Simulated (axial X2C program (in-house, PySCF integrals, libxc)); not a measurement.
**Photoelectron levels of AuI by EOM-IP-CCSD**

Computed with an axial X2C code built on PySCF integrals: two-component X2C with atomic mean-field Coulomb and Gaunt terms, Gaussian nuclei, basis Au dyall-cv3z, I dyall-cv3z with contracted cores.

R = 2.874 Å (1.150 times 2.499 Å, the PBE0 minimum at charge 0 for the lowest determinant).

Vertical ionisation energies of AuI to the states of AuI⁺:

| Ω of AuI⁺ | vertical IE (eV) | above lowest (cm⁻¹) | ionised spinor | one-hole weight |
| --- | --- | --- | --- | --- |
| 3/2 | 8.710 | 0 | 93% I pπ | 0.94 |
| 1/2 | 9.249 | 4351 | 82% I pπ, 7% I pσ | 0.94 |
| 1/2 | 10.193 | 11967 | 53% I pσ, 20% Au sσ, 10% I pπ | 0.95 |
| 5/2 | 11.821 | 25094 | 100% Au dδ | 0.90 |

(1) What is the splitting of the first π pair in the table, and is it regular or inverted?

This point took 19 s on 1 thread of Arm Neoverse V1, on a shared host.

Reference electrons by ω block (each with its −ω partner): 1/2: 38, 3/2: 20, 5/2: 7, 7/2: 1. 18 electrons of AuI correlated (inner shells frozen), 84 natural virtual spinors (a truncated set); levels can be off by some tenths of an eV. Roots sought by Ω: (1/2: 4, 3/2: 3, 5/2: 1); the list ends where they run out and leaves out roots under 60 % one-particle weight. The solver can skip a root, and states that need a further excitation, which the method places far too high, are missing though they may lie low or lowest. T1 of the reference 0.025 (Lee–Taylor). Number of frozen shells: Au 5 s, 4 p, 2 d, 1 f; I 4 s, 3 p, 2 d. Large amplitudes in the reference (orbital relaxation or multireference character) lower the reliability.

Results:

(1) E(3/2) − E(1/2) = 0 − 4351 = -4351 cm⁻¹ at EOM-IP-CCSD: inverted, Ω = 3/2 lower. Splittings at this level can be off by ten to twenty per cent.
